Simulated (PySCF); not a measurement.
Compound: C₆H₁₁O (doublet state).
Cartesian coordinates in Å at the GFN2-xTB level; atoms count from 1:
```xyz
18
C6H11O angstrom
C      3.1284    0.7720    0.7867
C      2.3185   -0.2277    0.6798
C      1.2412   -0.3868   -0.3862
C     -0.1346   -0.0671    0.2194
O     -0.1973    1.2772    0.6418
C     -1.2486   -0.2908   -0.8072
C     -2.6277   -0.1529   -0.1757
H      3.3693    1.6681    0.2633
H      2.3228   -1.0292    1.4110
H      1.2528   -1.4125   -0.7562
H      1.4339    0.2974   -1.2135
H     -0.3054   -0.7326    1.0844
H      0.6063    1.4764    1.1388
H     -1.1347   -1.2846   -1.2440
H     -1.1336    0.4515   -1.5983
H     -2.7230    0.8261    0.2850
H     -2.7747   -0.9122    0.5894
H     -3.4023   -0.2661   -0.9303
```

The hyperfine couplings belong to this conformer and change with its torsions.

As a line formula: `O[C@H](C/C=[C]\[H])CC` [radical].

Computed, not measured: UKS B3LYP, pcH-1 on C H O, non-relativistic, mean-field spin-orbit, GIAO (PySCF 2.14.0). Isolated species at its GFN2-xTB geometry (one conformer only). The geometry wasn't refined by DFT: couplings that depend on bond lengths, twists or pyramidal angles can differ widely from those at the functional's own minimum. No stability test was run, so a lower SCF solution isn't excluded.

Task: The isotropic 13C couplings are +308.5, +72.9, -18.4, -6.6, +3.6, +1.0 MHz. Assign them to C1; C2; C3; C4; C6; C7.

Result: 
```tsv
site	a_iso (MHz)	ρ(0) (bohr⁻³)	position	distance from C1 (Å)	spin population	largest |T| (MHz)
C1	+308.5	+0.2744	largest spin population	0.00	+1.03	142.5
C2	-18.4	-0.0164	1 bond from C1	1.29	-0.16	19.0
C3	+72.9	+0.0649	2 bonds from C1	2.51	+0.08	17.2
C4	-6.6	-0.0059	3 bonds from C1	3.42	0.00	0.8
C6	+3.6	+0.0032	4 bonds from C1	4.78	0.00	0.8
C7	+1.0	+0.0009	5 bonds from C1	5.91	0.00	0.4
```

ρ(0) is the spin density at the nucleus and T the dipolar tensor; entries for several nuclei are means. The Mulliken spin populations are largest on C1 (+1.03), C2 (-0.16) and C3 (+0.08). C1 is the only atom above +0.15.

Means are taken over nuclei equivalent by connectivity, which assumes that they swap fast.
